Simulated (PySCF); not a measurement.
Run record: excited-state job, `[SiH3][GeH2][GeH2][CH2]Cl`.

Method: TDDFT wB97X-D/def2-SVPD, vertical, gas phase, core orbitals frozen in the response (PySCF 2.14.0, density-fitted response routines). Geometry: PBE0-D3(BJ)/def2-SVP. A driver script takes a list of jobs; this job's settings line and coordinates (Å) are shown.

Input:
```
{"job": {"kind": "uv", "xc": "wB97X-D", "basis": "def2-SVPD", "ip": true}, "charge": 0, "multiplicity": 1}
Si    -2.292313     0.724217     0.153608
Ge    -0.852844    -1.143151     0.514446
Ge     1.254624    -0.894956    -0.653077
C      2.128160     0.755524    -0.016434
Cl     1.020695     2.146914    -0.220313
H     -1.936667     1.837561     1.080210
H     -3.707207     0.312829     0.416862
H     -2.187909     1.185809    -1.262514
H     -1.531217    -2.442578     0.032975
H     -0.556424    -1.300780     2.021224
H      2.213209    -2.078614    -0.394707
H      1.030102    -0.751177    -2.170078
H      2.382869     0.683644     1.049717
H      3.044951     0.970914    -0.582242
```

Output:
```
coarse grid: 54992 points
cycle   1  E = -4946.5119041643  dE = -1.260e+00  |g| = 5.074e-01  |ddm| = 4.005e+00
cycle   2  E = -4946.5281477758  dE = -1.624e-02  |g| = 4.755e-01  |ddm| = 1.013e+00
cycle   3  E = -4946.5561975833  dE = -2.805e-02  |g| = 2.689e-02  |ddm| = 4.513e-01
cycle   4  E = -4946.5564979441  dE = -3.004e-04  |g| = 1.343e-02  |ddm| = 1.013e-01
cycle   5  E = -4946.5565512544  dE = -5.331e-05  |g| = 4.335e-03  |ddm| = 3.630e-02
cycle   6  E = -4946.5565569085  dE = -5.654e-06  |g| = 1.143e-03  |ddm| = 8.672e-03
final grid: 109304 points
cycle   7  E = -4946.5557949894  dE = -1.827e-06  |g| = 9.088e-04  |ddm| = 1.163e-02
cycle   8  E = -4946.5557950725  dE = -8.308e-08  |g| = 8.203e-04  |ddm| = 2.299e-03
cycle   9  E = -4946.5557952102  dE = -1.377e-07  |g| = 8.573e-05  |ddm| = 9.345e-04
cycle  10  E = -4946.5557952140  dE = -3.807e-09  |g| = 3.562e-05  |ddm| = 2.544e-04
cycle  11  E = -4946.5557952146  dE = -6.330e-10  |g| = 8.787e-06  |ddm| = 9.424e-05
converged SCF energy = -4946.5557952146

Static polarisability (au): isotropic 122.356, principal 101.199 123.511 142.359

Singlet excitations
state   eV       nm        f      main configurations
  1   6.7673    183.2   0.01517   H-1->L 0.21, H->L 0.15, H-1->L+4 0.14
  2   6.8419    181.2   0.14295   H->L 0.45, H->L+3 0.15, H-1->L 0.11
  3   7.0288    176.4   0.18658   H->L+2 0.25, H->L 0.21, H->L+3 0.21
  4   7.1791    172.7   0.12552   H->L+1 0.78, H->L+2 0.08
  5   7.2863    170.2   0.00954   H-3->L+2 0.22, H-3->L 0.22, H-3->L+4 0.20
  6   7.4332    166.8   0.01989   H->L+3 0.36, H-1->L 0.14, H->L+2 0.12
  7   7.4735    165.9   0.04914   H-2->L 0.42, H-1->L 0.13
  8   7.4931    165.5   0.02176   H->L+4 0.31, H-1->L 0.15, H-1->L+3 0.11
  9   7.6527    162.0   0.10603   H->L+2 0.14, H->L+6 0.13, H-1->L+3 0.13
 10   7.7573    159.8   0.18834   H-2->L+1 0.28, H-1->L+1 0.19, H->L+5 0.13

Triplet excitations (Tamm-Dancoff, eV): 6.0467 6.1873 6.4769 6.6471
Vertical ionisation energy (delta-SCF) = 9.6097 eV
```

The SCF starts on a coarse grid where the log names one; the energy can jump when the final grid takes over, and dE then counts from the start density on the new grid. H and L stand for HOMO and LUMO; the number after each pair is its weight.

How does the lowest singlet excitation compare with the HOMO–LUMO gap?

HOMO -9.53 eV and LUMO 1.31 eV give a gap of 10.84 eV; S1 at 6.77 eV lies 4.07 eV below it.

Give the mean polarisability as a volume in Å³, and the ratio of the largest to the smallest principal value.

122.356 au × 0.148185 = 18.13 Å³; 142.359/101.199 = 1.41.

Main results: HOMO -9.53 eV, LUMO 1.31 eV; lowest singlet 6.77 eV; lowest triplet 6.05 eV (Tamm–Dancoff); mean polarisability 122.4 au.

 Relativistic effects, spin–orbit coupling among them, are left out although an element past zinc is present.

Hardware: one thread, Arm Neoverse V2, shared host. Cost: 4.7 min wall.

One conformer stands for the species.
Labels such as C1 count atoms from 1, the log's own numbers from 0.

Note: wB97X-D ran without an empirical dispersion term, which enters the total energy and its gradient alone.
